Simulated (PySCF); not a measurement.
Magnetisability: `C=C[C@@H]1CN[Si@H]([SiH3])N1`, C$_{4}$H$_{12}$N$_{2}$Si$_{2}$

Geometry:
```tsv
atom	x (Å)	y (Å)	z (Å)
C1	-3.303	0.842	0.547
C2	-1.985	0.903	0.506
C3	-1.093	-0.254	0.181
C4	-0.217	-0.647	1.376
N5	0.921	-1.347	0.830
Si6	1.298	-0.820	-0.772
Si7	3.100	0.563	-1.111
N8	-0.154	0.107	-0.864
H9	-3.832	-0.076	0.353
H10	-3.907	1.701	0.785
H11	-1.464	1.832	0.695
H12	-1.701	-1.123	-0.112
H13	0.082	0.260	1.922
H14	-0.772	-1.291	2.064
H15	1.616	-1.578	1.520
H16	1.287	-2.073	-1.561
H17	4.347	-0.195	-0.955
H18	3.230	1.709	-0.201
H19	3.140	1.121	-2.467
H20	-0.599	0.376	-1.725
```

Method: GIAO BHandHLYP/pcSseg-1 magnetisability, rotational g tensor and spin-rotation constants, non-relativistic, gas phase (PySCF 2.14.0). Geometry: GFN2-xTB.

What are the magnetisability and the molar susceptibility?

Isotropic -1512 × 10⁻³⁰ J/T², or -91.0 × 10⁻⁶ cm³/mol; principal values -1594, -1492, -1449 × 10⁻³⁰ J/T², anisotropy 130 × 10⁻³⁰ J/T² (root of half the summed squared differences of the principal values). The susceptibility is in cgs units.

Split it along the inertial axes a, b, c into diamagnetic and paramagnetic parts about the centre of mass, with the quadrupole moment.


| axis | χ (10⁻⁶ cm³/mol) | diamagnetic (10⁻⁶ cm³/mol) | paramagnetic (10⁻⁶ cm³/mol) | summed x² of all electrons (Å²) | quadrupole Θ (D Å) |
| --- | --- | --- | --- | --- | --- |
| a | -93.1 | -549.6 | 456.5 | 373.3 | -1.63 |
| b | -88.2 | -1775.8 | 1687.5 | 84.3 | +0.88 |
| c | -91.8 | -1941.4 | 1849.6 | 45.2 | +0.75 |

Anisotropies 2χaa − χbb − χcc = -6.1 and 2χbb − χaa − χcc = +8.4 × 10⁻⁶ cm³/mol. Θ is traceless in Buckingham's convention.

And the rotational g tensor?


| axis | rotational constant (GHz) | g | nuclear part | electronic part |
| --- | --- | --- | --- | --- |
| a | 3.0645 | -0.0343 | 0.6229 | -0.6572 |
| b | 0.7437 | -0.0105 | 0.5791 | -0.5896 |
| c | 0.6723 | -0.0084 | 0.5759 | -0.5842 |

Asymmetric top; isotopes 12C, 1H, 14N, 28Si; no vibrational averaging.
